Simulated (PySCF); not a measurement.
# Electron correlation in Nb (niobium, neutral)

[Kr] 4d5, high-spin 6S determinant (an excited configuration). All numbers are calculated (PySCF 2.14, scalar relativity by spin-free X2C-1e, in ANO-RCC-VTZP). Frozen: [Kr]; 5 electrons correlated.

```json
{"level": "CCSD", "correlation energy (mhartree)": "-71.38"}
{"level": "(T)", "correlation energy (mhartree)": "-2.39"}
{"level": "CCSD(T)", "correlation energy (mhartree)": "-73.77"}
```

Diagnostics: T1 = 0.010, D1 = 0.0146, largest double amplitude 0.038.

Is a single reference adequate?

Yes, within this model without spin-orbit coupling: T1 lies below 0.03 and no double amplitude reaches 0.07.
